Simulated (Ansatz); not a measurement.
Relaxation of CH₈AlAs (11 atoms, charge 0, multiplicity 1), to a largest force component of 0.03 eV/Å in at most 50 steps.

Theory: RKS PBE-D4/def2-SVP in Ansatz.

```xyz
11
Properties=species:S:1:pos:R:3
Al -0.869 -1.007 -0.433
C 0.910 -1.282 0.369
H -1.066 -1.092 -2.024
H -2.155 -0.808 0.507
H 0.438 0.966 -0.257
As 0.316 2.481 -0.164
H 1.742 -1.103 -0.344
H 1.079 -0.660 1.274
H 1.005 -2.343 0.705
H -0.340 2.362 1.224
H -1.060 2.486 -0.859
```

Where does it end, and by what steps?

It converged. The force dipped under the threshold on the way, but the program's further checks kept it going. After 10 steps the energy has fallen by 0.128 eV; H4 moved furthest, 0.51 Å.

```
step  energy less start (eV)  largest force component (eV/Å)  accepted
   0                  0.0000                           0.484       yes
   1                 -0.0583                           0.161       yes
   2                 -0.0893                           0.376       yes
   3                 -0.0958                           0.390       yes
   4                 -0.1164                           0.128       yes
   5                 -0.1224                           0.091       yes
   6                 -0.1251                           0.060       yes
   7                 -0.1262                           0.033       yes
   8                 -0.1267                           0.060       yes
   9                 -0.1274                           0.007       yes
  10                 -0.1277                           0.017       yes
```

```xyz
11
Properties=species:S:1:pos:R:3
Al -0.684 -0.687 -0.323
C 0.977 -1.472 0.411
H -0.932 -0.662 -1.911
H -1.918 -0.382 0.658
H 0.562 1.123 -0.347
As -0.009 2.573 -0.320
H 1.859 -1.347 -0.249
H 1.232 -1.078 1.417
H 0.819 -2.568 0.531
H -0.573 2.373 1.097
H -1.334 2.127 -0.964
```

Whether the end is a true minimum wasn't checked by a vibrational analysis.

Run time: 16 s on 2 threads of Intel(R) Xeon(R) Platinum 8488C (Sapphire Rapids) (shared host), peak memory 0.17 GiB.
